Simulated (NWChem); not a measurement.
Species: BH2S2F; SMILES FB(S)S

```xyz
6

B      0.0000     0.0000    -0.3631
F      0.0000     0.0000    -1.6903
S      1.6304     0.0000     0.4256
H      1.2045     0.0000     1.7042
S     -1.6304     0.0000     0.4256
H     -1.2045     0.0000     1.7042
```
Atoms are numbered in this order, from 1.

Computed with NWChem. Pople sets run with spherical d functions. All runs use the structure optimised with PBE0/def2-SVP.

Order these by “orbital gap (eV)”, lowest first: PBE0/3-21G; PBE0/6-311++G**; PBE0/6-31G*; PBE0/6-31+G*; PBE0/STO-3G.

PBE0/6-311++G** (6.95), PBE0/6-31+G* (7.07), PBE0/6-31G* (7.51), PBE0/3-21G (7.74), PBE0/STO-3G (8.03)
